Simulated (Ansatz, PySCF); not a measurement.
Species: BeF₂, net charge 0, singlet state. 
Structure (B3LYP-D3(BJ)/def2-TZVP (Ansatz, a first-principles code) minimum search):
```
Be
F 1 1.3812
F 1 1.3812 2 180.00
```
Charge 0, spin multiplicity 1.

Property: atomisation energy (electronic, to ground-state atoms), in eV. Valence correlation only, unless marked. UHF or UKS for open shells. Spin-orbit coupling is left out. Non-relativistic. The coupled-cluster limit lacks core correlation, which all-electron functionals hold. CBS marks a two-point X^-3 extrapolation of the correlation energy; Hartree-Fock from the larger set.

| level | program | atomisation energy (eV) |
|---|---|---|
| revPBE-D3(BJ)/def2-TZVPD | Ansatz + dftd3 | 12.98 |
| BP86-D3(BJ)/def2-TZVPD | PySCF + dftd3 | 13.40 |
| BP86/def2-TZVPD | PySCF | 13.37 |
| r2SCAN/def2-TZVPD | Ansatz | ? |
| B97M-V/def2-TZVPD | Ansatz | 13.04 |
| PBE0-D3(BJ)/def2-TZVP | Ansatz + dftd3 | ? |
| PW6B95-D3(BJ)/def2-TZVPD | PySCF + dftd3 | ? |
| M06-2X/def2-TZVPD | PySCF | 13.18 |
| B2GP-PLYP-D4/def2-TZVPD | Ansatz + dftd4 | ? |
| PBE-QIDH/def2-TZVPD | Ansatz | 12.94 |
| SCS-MP2/6-31G | Ansatz | 11.57 |
| SCS-MP2/def2-TZVPP | Ansatz | 13.03 |
| CCSD(T)/CBS(def2-TZVPPD,def2-QZVPPD) | Ansatz | 13.25 |

Q: What belongs in the gaps?

A: 
- r2SCAN/def2-TZVPD, atomisation energy (eV): 13.27
- PBE0-D3(BJ)/def2-TZVP, atomisation energy (eV): 12.93
- PW6B95-D3(BJ)/def2-TZVPD, atomisation energy (eV): 13.11
- B2GP-PLYP-D4/def2-TZVPD, atomisation energy (eV): 13.13
